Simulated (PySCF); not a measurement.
**Polarisability and C₆ of As⁺ (arsenic, charge +1)**

[Ar] 3d10 4s1 4p3, high-spin 5S determinant (an excited configuration). Calculation: PySCF 2.14, in def2-QZVPPD (12s7p5d4f1g, 95 functions); the non-relativistic Hamiltonian (point nucleus). Coupled (time-dependent) response in atomic units; α is the mean over directions.

```
method  mean α (bohr³)  C₆ (like pair)  S(−4)
PBEsol           16.07           96.42  75.62
```

S(−4) is the Cauchy moment in α(ω) = α(0) + S(−4) ω² + …

α(iu) at PBEsol:

```tsv
u (hartree)	α(iu) (bohr³)
0	16.07
0.0500	15.88
0.100	15.35
0.200	13.57
0.300	11.45
0.500	7.795
0.750	4.983
1.00	3.427
1.50	1.946
2.00	1.298
3.00	0.7422
5.00	0.3712
```

A single London oscillator, α(iu) = α/(1 + u²/ω²), gives C₆ = (3/4) ω α². Matching the computed C₆ needs ω = 4 × 96.42 / (3 × 16.07²) = 0.498 hartree.

For an ion, C₆ is the dispersion term alone; charge-induced terms of lower order in 1/R come first.
